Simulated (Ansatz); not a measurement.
Reaction (atomization): `[SiH3]N[SiH]1CO1` → C• + 7 H• + N• + O• + 2 Si•

Isolated molecules relaxed with PBE0-D4/def2-TZVP in Ansatz; ΔE leaves out vibrations. CBS: MP2 limit from def2 TZ/QZ plus the TZ coupled-cluster correction, frozen cores. This one scheme is used for every species, atoms too. Functionals use def2-TZVPP. No spin–orbit coupling; open shells (•) take unrestricted orbitals. Spin–orbit coupling would lower the free atoms: a little for C, O, Si. One conformer a species, not always the lowest.

`[SiH3]N[SiH]1CO1`:

Z-matrix (Å, degrees):
```
Si
N 1 1.734
H 1 1.487 2 111.3
H 1 1.483 2 107.0 3 119.8
H 1 1.487 2 111.2 3 -120.3
Si 2 1.701 1 128.8 3 -119.8
H 2 1.012 1 116.0 3 62.7
O 6 1.648 2 119.6 1 -135.9
C 6 1.799 2 124.6 1 162.9
H 6 1.475 2 108.5 1 3.6
H 9 1.088 6 123.6 2 -159.7
H 9 1.089 6 122.1 2 4.5
```

Task: What is ΔE at CCSD(T)/CBS? (Best estimate.)

Result: Computed: +43.89 eV.

Task: What do these levels give: PBE-D4, MP2/def2-TZVPP, SCS-MP2/def2-TZVPP, CCSD/def2-TZVPP, SCS-MP2/def2-QZVPP, CCSD/CBS(def2)? (Estimate.)

Result: The calculation gave: PBE-D4 44.24, MP2/def2-TZVPP 43.13, SCS-MP2/def2-TZVPP 43.22, CCSD/def2-TZVPP 41.89, SCS-MP2/def2-QZVPP 44.15, CCSD/CBS(def2) 43.24 eV.

Largest T1 diagnostic among the species: 0.013.

The D4 term adds +0.43 eV with B3LYP and +0.23 eV with PBE0; it sums over pairs of atoms, weighted by their polarisabilities, and B3LYP, whose exchange is more repulsive, gets the larger term. In def2-TZVPP, CCSD(T) changes the Hartree–Fock value by +11.43 eV (the triples alone add +0.65 eV) and MP2 by +12.02 eV; breaking electron pairs costs correlation energy, which Hartree–Fock lacks.

B3LYP here is the variant with VWN-RPA as its local correlation; programs differ in this.

For atomizations the MP2-based limit and the directly extrapolated one differ by several kJ/mol either way, and by 10 to 25 for some Ge, Se and Sn compounds, so smaller differences from it don't rank the levels.
